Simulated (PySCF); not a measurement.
Radial density of Tl⁻ (thallium, charge -1)

B97-3, [Xe] 4f14 5d10 6s2 6p2, high-spin 3P determinant. Computed with PySCF 2.14 in aug-cc-pwCVQZ-PP with ECP60MDF (10s10p8d6f4g1h, 169 functions), with scalar relativity through the core potential. This is the valence pseudo-density: the core potential removes the inner electrons and smooths the orbitals near the nucleus.

| r (bohr) | 4πr²ρ (e/bohr) | 4πr²(ρα − ρβ) |
| --- | --- | --- |
| 0.0219 | 1.139e-05 | 0.0000 |
| 0.0369 | 2.036e-05 | 0.0000 |
| 0.0620 | 4.112e-05 | 0.0000 |
| 0.104 | 0.0001779 | 0.0000 |
| 0.175 | 0.001933 | 0.0000 |
| 0.295 | 0.05661 | 0.0002 |
| 0.496 | 2.552 | 0.0104 |
| 0.835 | 18.25 | 0.0305 |
| 1.40 | 11.09 | -0.0073 |
| 2.36 | 2.613 | 0.3478 |
| 3.97 | 0.6220 | 0.3642 |
| 6.68 | 0.1608 | 0.1519 |
| 11.2 | 0.04163 | 0.0416 |
| 18.9 | 0.004027 | 0.0040 |

Energies and moments cover only the electrons outside the core potential. Spin-orbit coupling is strong in this species (close to jj coupling), so the high-spin LS determinant is a model state, not a physical level. At B97-3 the highest occupied level has a positive energy, so only the finite basis holds that electron; in a semilocal or global hybrid functional this comes from self-interaction and does not mean that the real anion is unbound.

(1) Where is the radial spin density 4πr²(ρα − ρβ) most negative, and why is it negative at all?

Results:

(1) Around r = 1.40 bohr, down to -0.0073 e/bohr: exchange with the open shell polarises the paired shells in an unrestricted calculation.
